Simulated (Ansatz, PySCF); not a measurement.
Reaction (SMILES): NC1CCCC1 + 6 [H][H] (H2) → 5 C (CH4) + N (NH3)
Geometries: B3LYP-D3(BJ)/def2-TZVP minima from Ansatz (a first-principles code), one conformer each, not searched for the lowest.

Quantity: energy of full hydrogenation (enthalpy at 298 K, with B3LYP-D3(BJ) rigid-rotor harmonic-oscillator terms from PySCF), in kcal/mol. Correlated levels leave the core frozen unless marked. Spin-orbit coupling is left out. Non-relativistic. CBS marks a two-point X^-3 extrapolation of the correlation energy; Hartree-Fock from the larger set. [CCSD(T)-MP2]/basis is that difference in the basis named.

From measured enthalpies of formation at 298 K: -86.8 kcal/mol (NC1CCCC1 -13.1, CRC Handbook; [H][H] (H2) 0.0, ATcT 1.112; C (CH4) -17.8, ATcT 1.112; N (NH3) -10.9, ATcT 1.112). It holds spin-orbit effects, and any other conformers, which the calculations lack, and core correlation, which the frozen-core levels lack. This is an older compilation, not checked against later work.

```
level                                                     program  energy of full hydrogenation (kcal/mol)  error against measurement
-------------------------------------------------  --------------  ---------------------------------------  -------------------------
PBE-D4/def2-TZVPD                                  Ansatz + dftd4                                    -84.3                        2.5
B3LYP-D4/def2-TZVPD                                Ansatz + dftd4                                    -90.8                       -4.0
PBE0-D4/def2-TZVP                                  Ansatz + dftd4                                    -87.7                       -0.9
r2SCANh/def2-TZVPD                                         Ansatz                                    -90.8                       -4.0
HSE06-D3(BJ)/def2-TZVPD                            Ansatz + dftd3                                    -89.3                       -2.5
HSE06-D4/def2-TZVPD                                Ansatz + dftd4                                    -88.4                       -1.6
HSE06/def2-TZVPD                                           Ansatz                                    -92.8                       -6.0
CAM-B3LYP-D3(BJ)/def2-TZVPD                        Ansatz + dftd3                                    -93.3                       -6.5
CAM-B3LYP-D4/def2-TZVPD                            Ansatz + dftd4                                    -92.6                       -5.8
B2GP-PLYP-D3(BJ)/def2-TZVPD                        Ansatz + dftd3                                    -88.2                       -1.4
MP2/cc-pVTZ                                                Ansatz                                    -84.1                        2.7
RI-MP2/aug-cc-pVQZ                                         Ansatz                                    -82.8                        4.0
RI-MP2/cc-pVTZ                                             Ansatz                                    -84.2                        2.6
RI-MP2/cc-pVQZ                                             Ansatz                                    -83.4                        3.4
RI-MP2/CBS(aug-cc-pVTZ,aug-cc-pVQZ)                        Ansatz                                    -82.6                        4.2
SCS-MP2/aug-cc-pVDZ                                        Ansatz                                    -85.5                        1.3
CCSD/STO-3G                                                Ansatz                                    -59.6                       27.2
CCSD/6-31G                                                 Ansatz                                    -82.1                        4.7
CCSD/cc-pVTZ                                               Ansatz                                    -92.8                       -6.0
RI-MP2/CBS(cc-pVTZ,cc-pVQZ)+[CCSD(T)-MP2]/cc-pVDZ          Ansatz                                    -87.1                       -0.3
CCSD(T)/CBS(cc-pVTZ,cc-pVQZ)                               Ansatz                                    -87.0                       -0.2
```
